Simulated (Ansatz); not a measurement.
Energy differences in BeCl

Calculated in Ansatz's Gaussian-basis code. Basis cc-pCVTZ on Be, cc-pV(T+d)Z on Cl, nonrelativistic, 5 orbitals frozen in the corrections; active space CAS(9,8). Restricted Hartree–Fock, then the lowest state-specific CASSCF solution met for each case. Coupled cluster stands on the determinant that it favours, not always the lowest RHF. Single-reference values can break down or jump between states where bonds are stretched. Solutions in different active orbitals can move differences by tenths of an eV and at times more than 1 eV.

Case A, doublet: bond length 1.7970 Å.

Case B, quartet: the shape of A.

Case C, doublet: bond length 2.0666 Å.

Energy less that of case A, in eV:

```
case  RHF/ROHF  CASSCF  CCSD(T)
   B    +6.301  +6.935   +6.967
   C    +0.428  +0.460   +0.442
```

**Question.** What does SC-NEVPT2 give for these differences?

**Answer.** B: +7.040 eV (162.3 kcal/mol); C: +0.479 eV (11.0 kcal/mol).

**Question.** Which case is lowest, and do the methods agree?

**Answer.** A is lowest in SC-NEVPT2. Of the methods shown, RHF/ROHF, CASSCF, CCSD(T) agree.
